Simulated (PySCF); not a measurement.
C₇H₁₀S.
SMILES with atom numbers: `[CH3:1][C:2](=[S:3])[C@H:4]1[CH:5]=[C:6]([CH3:7])[CH2:8]1` (hydrogens: H9, H10, H11 on C1; H12 on C4; H13 on C5; H14, H15, H16 on C7; H17, H18 on C8)

Computed by this run: PBE0-D3(BJ)/def2-SVP geometry optimisation, gas phase in PySCF; density fitting, grid level 1; the optimiser is geomeTRIC in internal coordinates, started from a GFN2-xTB structure with every atom displaced at random (about 0.01 Å).

Step 0: E = -18234.6986 eV
```
atom  x, y, z in Å  |  force x, y, z in eV/Å
C1     -1.9934   -0.7483   -0.8250   -1.412   1.292   0.341
C2     -1.9041    0.5654   -0.1006    0.088   0.393   0.108
S3     -3.1445    1.6369   -0.0704    0.382  -0.302   0.033
C4     -0.5833    0.8530    0.5939   -1.344   0.213   0.042
C5      0.1874   -0.3444    1.0541   -0.317   0.493   0.105
C6      1.2119   -0.1023    0.2426    1.439  -0.324  -0.565
C7      2.5287   -0.7594   -0.0411   -0.986   0.441   0.138
C8      0.6108    1.1316   -0.3640   -0.234  -0.276   0.531
H9     -2.9022   -0.7291   -1.4354    0.007  -0.163  -0.163
H10    -1.1288   -0.9089   -1.4231    1.137  -0.391  -0.713
H11    -2.0931   -1.5395   -0.0961    0.111  -0.650   0.450
H12    -0.7518    1.6423    1.3442    0.051   0.032  -0.059
H13    -0.0629   -1.0729    1.7957   -0.030  -0.706   0.579
H14     2.3481   -1.7449   -0.4615    0.117  -0.453  -0.320
H15     3.0922   -0.8899    0.8742    0.419  -0.074   0.478
H16     3.0949   -0.1467   -0.7368    0.358   0.063  -0.291
H17     1.1158    2.0713   -0.1512    0.264   0.404   0.014
H18     0.3546    1.0803   -1.4149   -0.050   0.008  -0.706
```

Step 1: E = -18234.8369 eV
```
atom  x, y, z in Å  |  force x, y, z in eV/Å
C1     -2.0626   -0.6775   -0.8780    0.269  -0.092  -0.070
C2     -1.9475    0.5733   -0.0708    0.079   0.029   0.189
S3     -3.2043    1.5800    0.1732   -0.039   0.015  -0.084
C4     -0.6135    0.8401    0.5695    0.015   0.046  -0.007
C5      0.2059   -0.3314    1.0694   -0.081  -0.110   0.078
C6      1.2439   -0.1118    0.2432   -0.100   0.027  -0.035
C7      2.5641   -0.7521    0.0101    0.077  -0.034   0.039
C8      0.5894    1.0821   -0.4103    0.003   0.046  -0.091
H9     -2.9551   -0.6649   -1.5113   -0.056  -0.004  -0.040
H10    -1.1518   -0.8538   -1.4869   -0.215   0.015   0.130
H11    -2.1359   -1.5297   -0.1774    0.007   0.009  -0.087
H12    -0.7319    1.6601    1.2920   -0.016   0.041   0.023
H13    -0.0033   -1.0696    1.8512    0.047   0.028  -0.030
H14     2.4427   -1.7601   -0.4218    0.028   0.043  -0.008
H15     3.1249   -0.8678    0.9533   -0.029  -0.005  -0.074
H16     3.1778   -0.1587   -0.6841   -0.004  -0.033   0.032
H17     1.0887    2.0533   -0.2520   -0.006  -0.026  -0.030
H18     0.3490    0.9831   -1.4845    0.021   0.006   0.063
```

Question: Estimate the geometry and energy of step 2. (The exact step hangs on the optimiser's Hessian estimate; all steps are aligned on step 1, rigid shifts and turns removed.)

Answer: E = -18234.8425 eV, largest force 0.097 eV/Å
```
atom  x, y, z in Å  |  force x, y, z in eV/Å
C1     -2.0504   -0.6789   -0.8739    0.084  -0.048   0.009
C2     -1.9423    0.5709   -0.0583   -0.040  -0.001  -0.040
S3     -3.2099    1.5750    0.1403    0.030   0.042   0.017
C4     -0.6124    0.8466    0.5828   -0.041   0.039   0.056
C5      0.2064   -0.3278    1.0817   -0.001   0.014  -0.022
C6      1.2373   -0.1097    0.2449   -0.003  -0.038   0.003
C7      2.5560   -0.7557    0.0034   -0.002   0.004   0.009
C8      0.5841    1.0856   -0.4064   -0.005  -0.017  -0.018
H9     -2.9370   -0.6589   -1.5186    0.001   0.008   0.010
H10    -1.1408   -0.8548   -1.4722   -0.024   0.001   0.011
H11    -2.1343   -1.5402   -0.1886   -0.001  -0.013  -0.015
H12    -0.7309    1.6712    1.3022   -0.017  -0.001  -0.002
H13     0.0063   -1.0648    1.8651    0.020   0.009  -0.004
H14     2.4322   -1.7586   -0.4366    0.002   0.006  -0.019
H15     3.1198   -0.8813    0.9409   -0.008  -0.009  -0.001
H16     3.1715   -0.1624   -0.6875    0.006   0.006   0.005
H17     1.0875    2.0552   -0.2576    0.002  -0.006  -0.001
H18     0.3373    0.9831   -1.4768   -0.003   0.003   0.006
```

The energy changes by -0.0056 eV. The first-order estimate −F·Δx gives -0.0111 eV and the mean of the old and new forces, exact on a quadratic surface, -0.0059 eV. The step makes an angle of 73° with the force vector and moves no atom by more than 0.034 Å.

What follows is the cost of the whole optimisation. Hardware: one thread, Arm Neoverse N1 (aarch64), on a shared host. Cost: 5.1 min, 0.75 GiB resident at most.
